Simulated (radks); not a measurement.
The phosphorus ion P8+, 7 electrons, occupied as [He] 2s2 2p1 3d2 (not the ground configuration).

Method: scalar-relativistic Kohn-Sham, MS2 meta-GGA, spin-polarised, spherical densities, finite nucleus; open shells are filled with parallel spins first; meta-GGA in the generalised Kohn-Sham scheme; Fermi nuclear charge, rms radius 3.1889 fm; computed with a radial shooting solver on a logarithmic mesh with Libxc functionals.

Energy parts (eV):
part                      energy
total                  -7834.158
kinetic                 7869.518
electron-nucleus      -16875.197
Hartree                 1573.944
exchange-correlation    -402.423

Orbitals (lengths in bohr, moments of r in powers of bohr; r(90%) holds 90 % of the orbital's charge):
orbital	occ.	eigenvalue (eV)	r(90%)	<r^4>	<1/r>	<r^2>
1s up	1	-2444.504	0.184	0.0005191	14.71	0.01423
1s down	1	-2440.834	0.183	0.0005158	14.72	0.01418
2s up	1	-431.0372	0.705	0.1033	3.224	0.2465
2s down	1	-422.6548	0.705	0.1034	3.215	0.2468
2p up	1	-393.6490	0.654	0.07660	3.152	0.1978
2p down	0	-384.0323	0.656	0.07749	3.144	0.1992
3s up	0	-152.9526	1.68	3.403	1.248	1.525
3s down	0	-144.4216	1.70	3.546	1.236	1.551
3p up	0	-141.5262	1.69	3.388	1.212	1.495
3d up	2	-127.5702	1.56	2.445	1.159	1.209
3d down	0	-119.2198	1.58	2.569	1.153	1.231

The highest occupied level is 3d up at -127.57 eV. The configuration is held as typed, so some empty levels lie below it. The electron density at the nucleus is 2445 e/bohr^3 (large components only). The density falls to 0.001 e/bohr^3 at r = 2.25 bohr. The spin density at the nucleus is -1.584 e/bohr^3 (1s -2.370, 2s 0.785). Spin moment in Bohr magnetons: 3. Summed over all electrons, <r^2> = 3.138 bohr^2, which gives a Langevin (diamagnetic) susceptibility term of -2.49 x 10^-6 cm^3/mol.
